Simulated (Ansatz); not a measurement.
Stepwise reaction of `[F][Sb]([SiH3])[SiH3]` with hydrogen fluoride, as a gas-phase model of exchange steps in deposition or etching. ΔE in kJ/mol; ΔG adds harmonic PBE0-D4 terms to CCSD(T)/CBS, at 1 bar.

Isolated molecules relaxed with PBE0-D4/def2-TZVP in Ansatz; ΔE leaves out vibrations. CCSD(T)/CBS is the MP2 limit (def2-TZVPP, def2-QZVPP) plus CCSD(T) − MP2 in def2-TZVPP, frozen cores. This one scheme is used for every species. DFT in def2-TZVPP. B3LYP here is the variant with VWN-RPA as its local correlation; programs differ in this. def2 core potentials past Kr. For Sb outer-core shells are correlated without core-valence functions, which leaves a few kJ/mol of doubt a bond.

| step | reaction | PBE-D4 | B3LYP-D4 | ωB97M-V | CCSD(T)/CBS | ΔG(600 K) |
| --- | --- | --- | --- | --- | --- | --- |
| 1 | `[F][Sb]([SiH3])[SiH3]` + H–F → `[F][Sb]([F])[SiH3]` + SiH₄ | -16.9 | -28.5 | -26.1 | -16.3 | -13.4 |
| 2 | `[F][Sb]([F])[SiH3]` + H–F → `[F][Sb]([F])[F]` + SiH₄ | -69.5 | -79.7 | -83.4 | -76.8 | -66.4 |

**Question.** By hand: ΔE of the 2 steps together at CCSD(T)/CBS.

**Answer.** (-16.3) + (-76.8) = -93.1 kJ/mol, or -46.5 kJ/mol a step.

In ΔE each step is lower than the one before. All are downhill at CCSD(T)/CBS. ΔG lies between -66.4 and -13.4 kJ/mol a step. PBE-D4 differs from CCSD(T)/CBS by -0.6 to 7.3 kJ/mol a step. Isolated molecules leave out the surface, adducts and barriers. Largest T1 diagnostic: 0.015.
